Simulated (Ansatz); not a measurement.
Frontier orbitals of ClH3NNbO2, SMILES `[NH]=[Nb]([OH])([OH])[Cl]`.

| atom | x (Å) | y (Å) | z (Å) |
| --- | --- | --- | --- |
| N1 | -1.335 | -1.134 | 0.342 |
| Nb2 | 0.020 | -0.168 | -0.151 |
| O3 | -0.688 | 1.525 | -0.656 |
| O4 | 1.179 | -0.067 | 1.355 |
| Cl5 | 1.117 | -1.143 | -1.942 |
| H6 | -2.120 | -1.700 | 0.623 |
| H7 | -0.184 | 2.280 | -0.968 |
| H8 | 2.012 | 0.407 | 1.398 |

Total charge 0; spin multiplicity 1. Correlated methods include outer-core shells of Nb, which these sets cover unevenly. Nb takes the def2 core potential. The structure was optimised at the PBE0-D4/def2-TZVP level. It is one conformer, not always the lowest. Basis def2-TZVPP, the Gaussian-basis code of Ansatz.

```json
{"functional": "PBE", "HOMO (eV)": "-6.55", "LUMO (eV)": "-2.38", "gap (eV)": "4.17"}
{"functional": "revPBE", "HOMO (eV)": "-6.48", "LUMO (eV)": "-2.29", "gap (eV)": "4.19"}
{"functional": "PBE0", "HOMO (eV)": "-7.98", "LUMO (eV)": "-1.56", "gap (eV)": "6.42"}
{"functional": "BHLYP", "HOMO (eV)": "-9.26", "LUMO (eV)": "-0.59", "gap (eV)": "8.67"}
{"functional": "ωB97M-V", "HOMO (eV)": "-10.31", "LUMO (eV)": "0.50", "gap (eV)": "10.81"}
```

A quarter of exact exchange (PBE0) shifts PBE's HOMO by −1.42 eV and its LUMO by +0.82 eV; full exchange at long range (ωB97M-V) shifts them by −3.76 and +2.88 eV. The gap opens from 4.17 to 10.81 eV, since occupied levels lose self-interaction and empty ones feel all the electrons. A positive LUMO is unbound and depends on the basis.
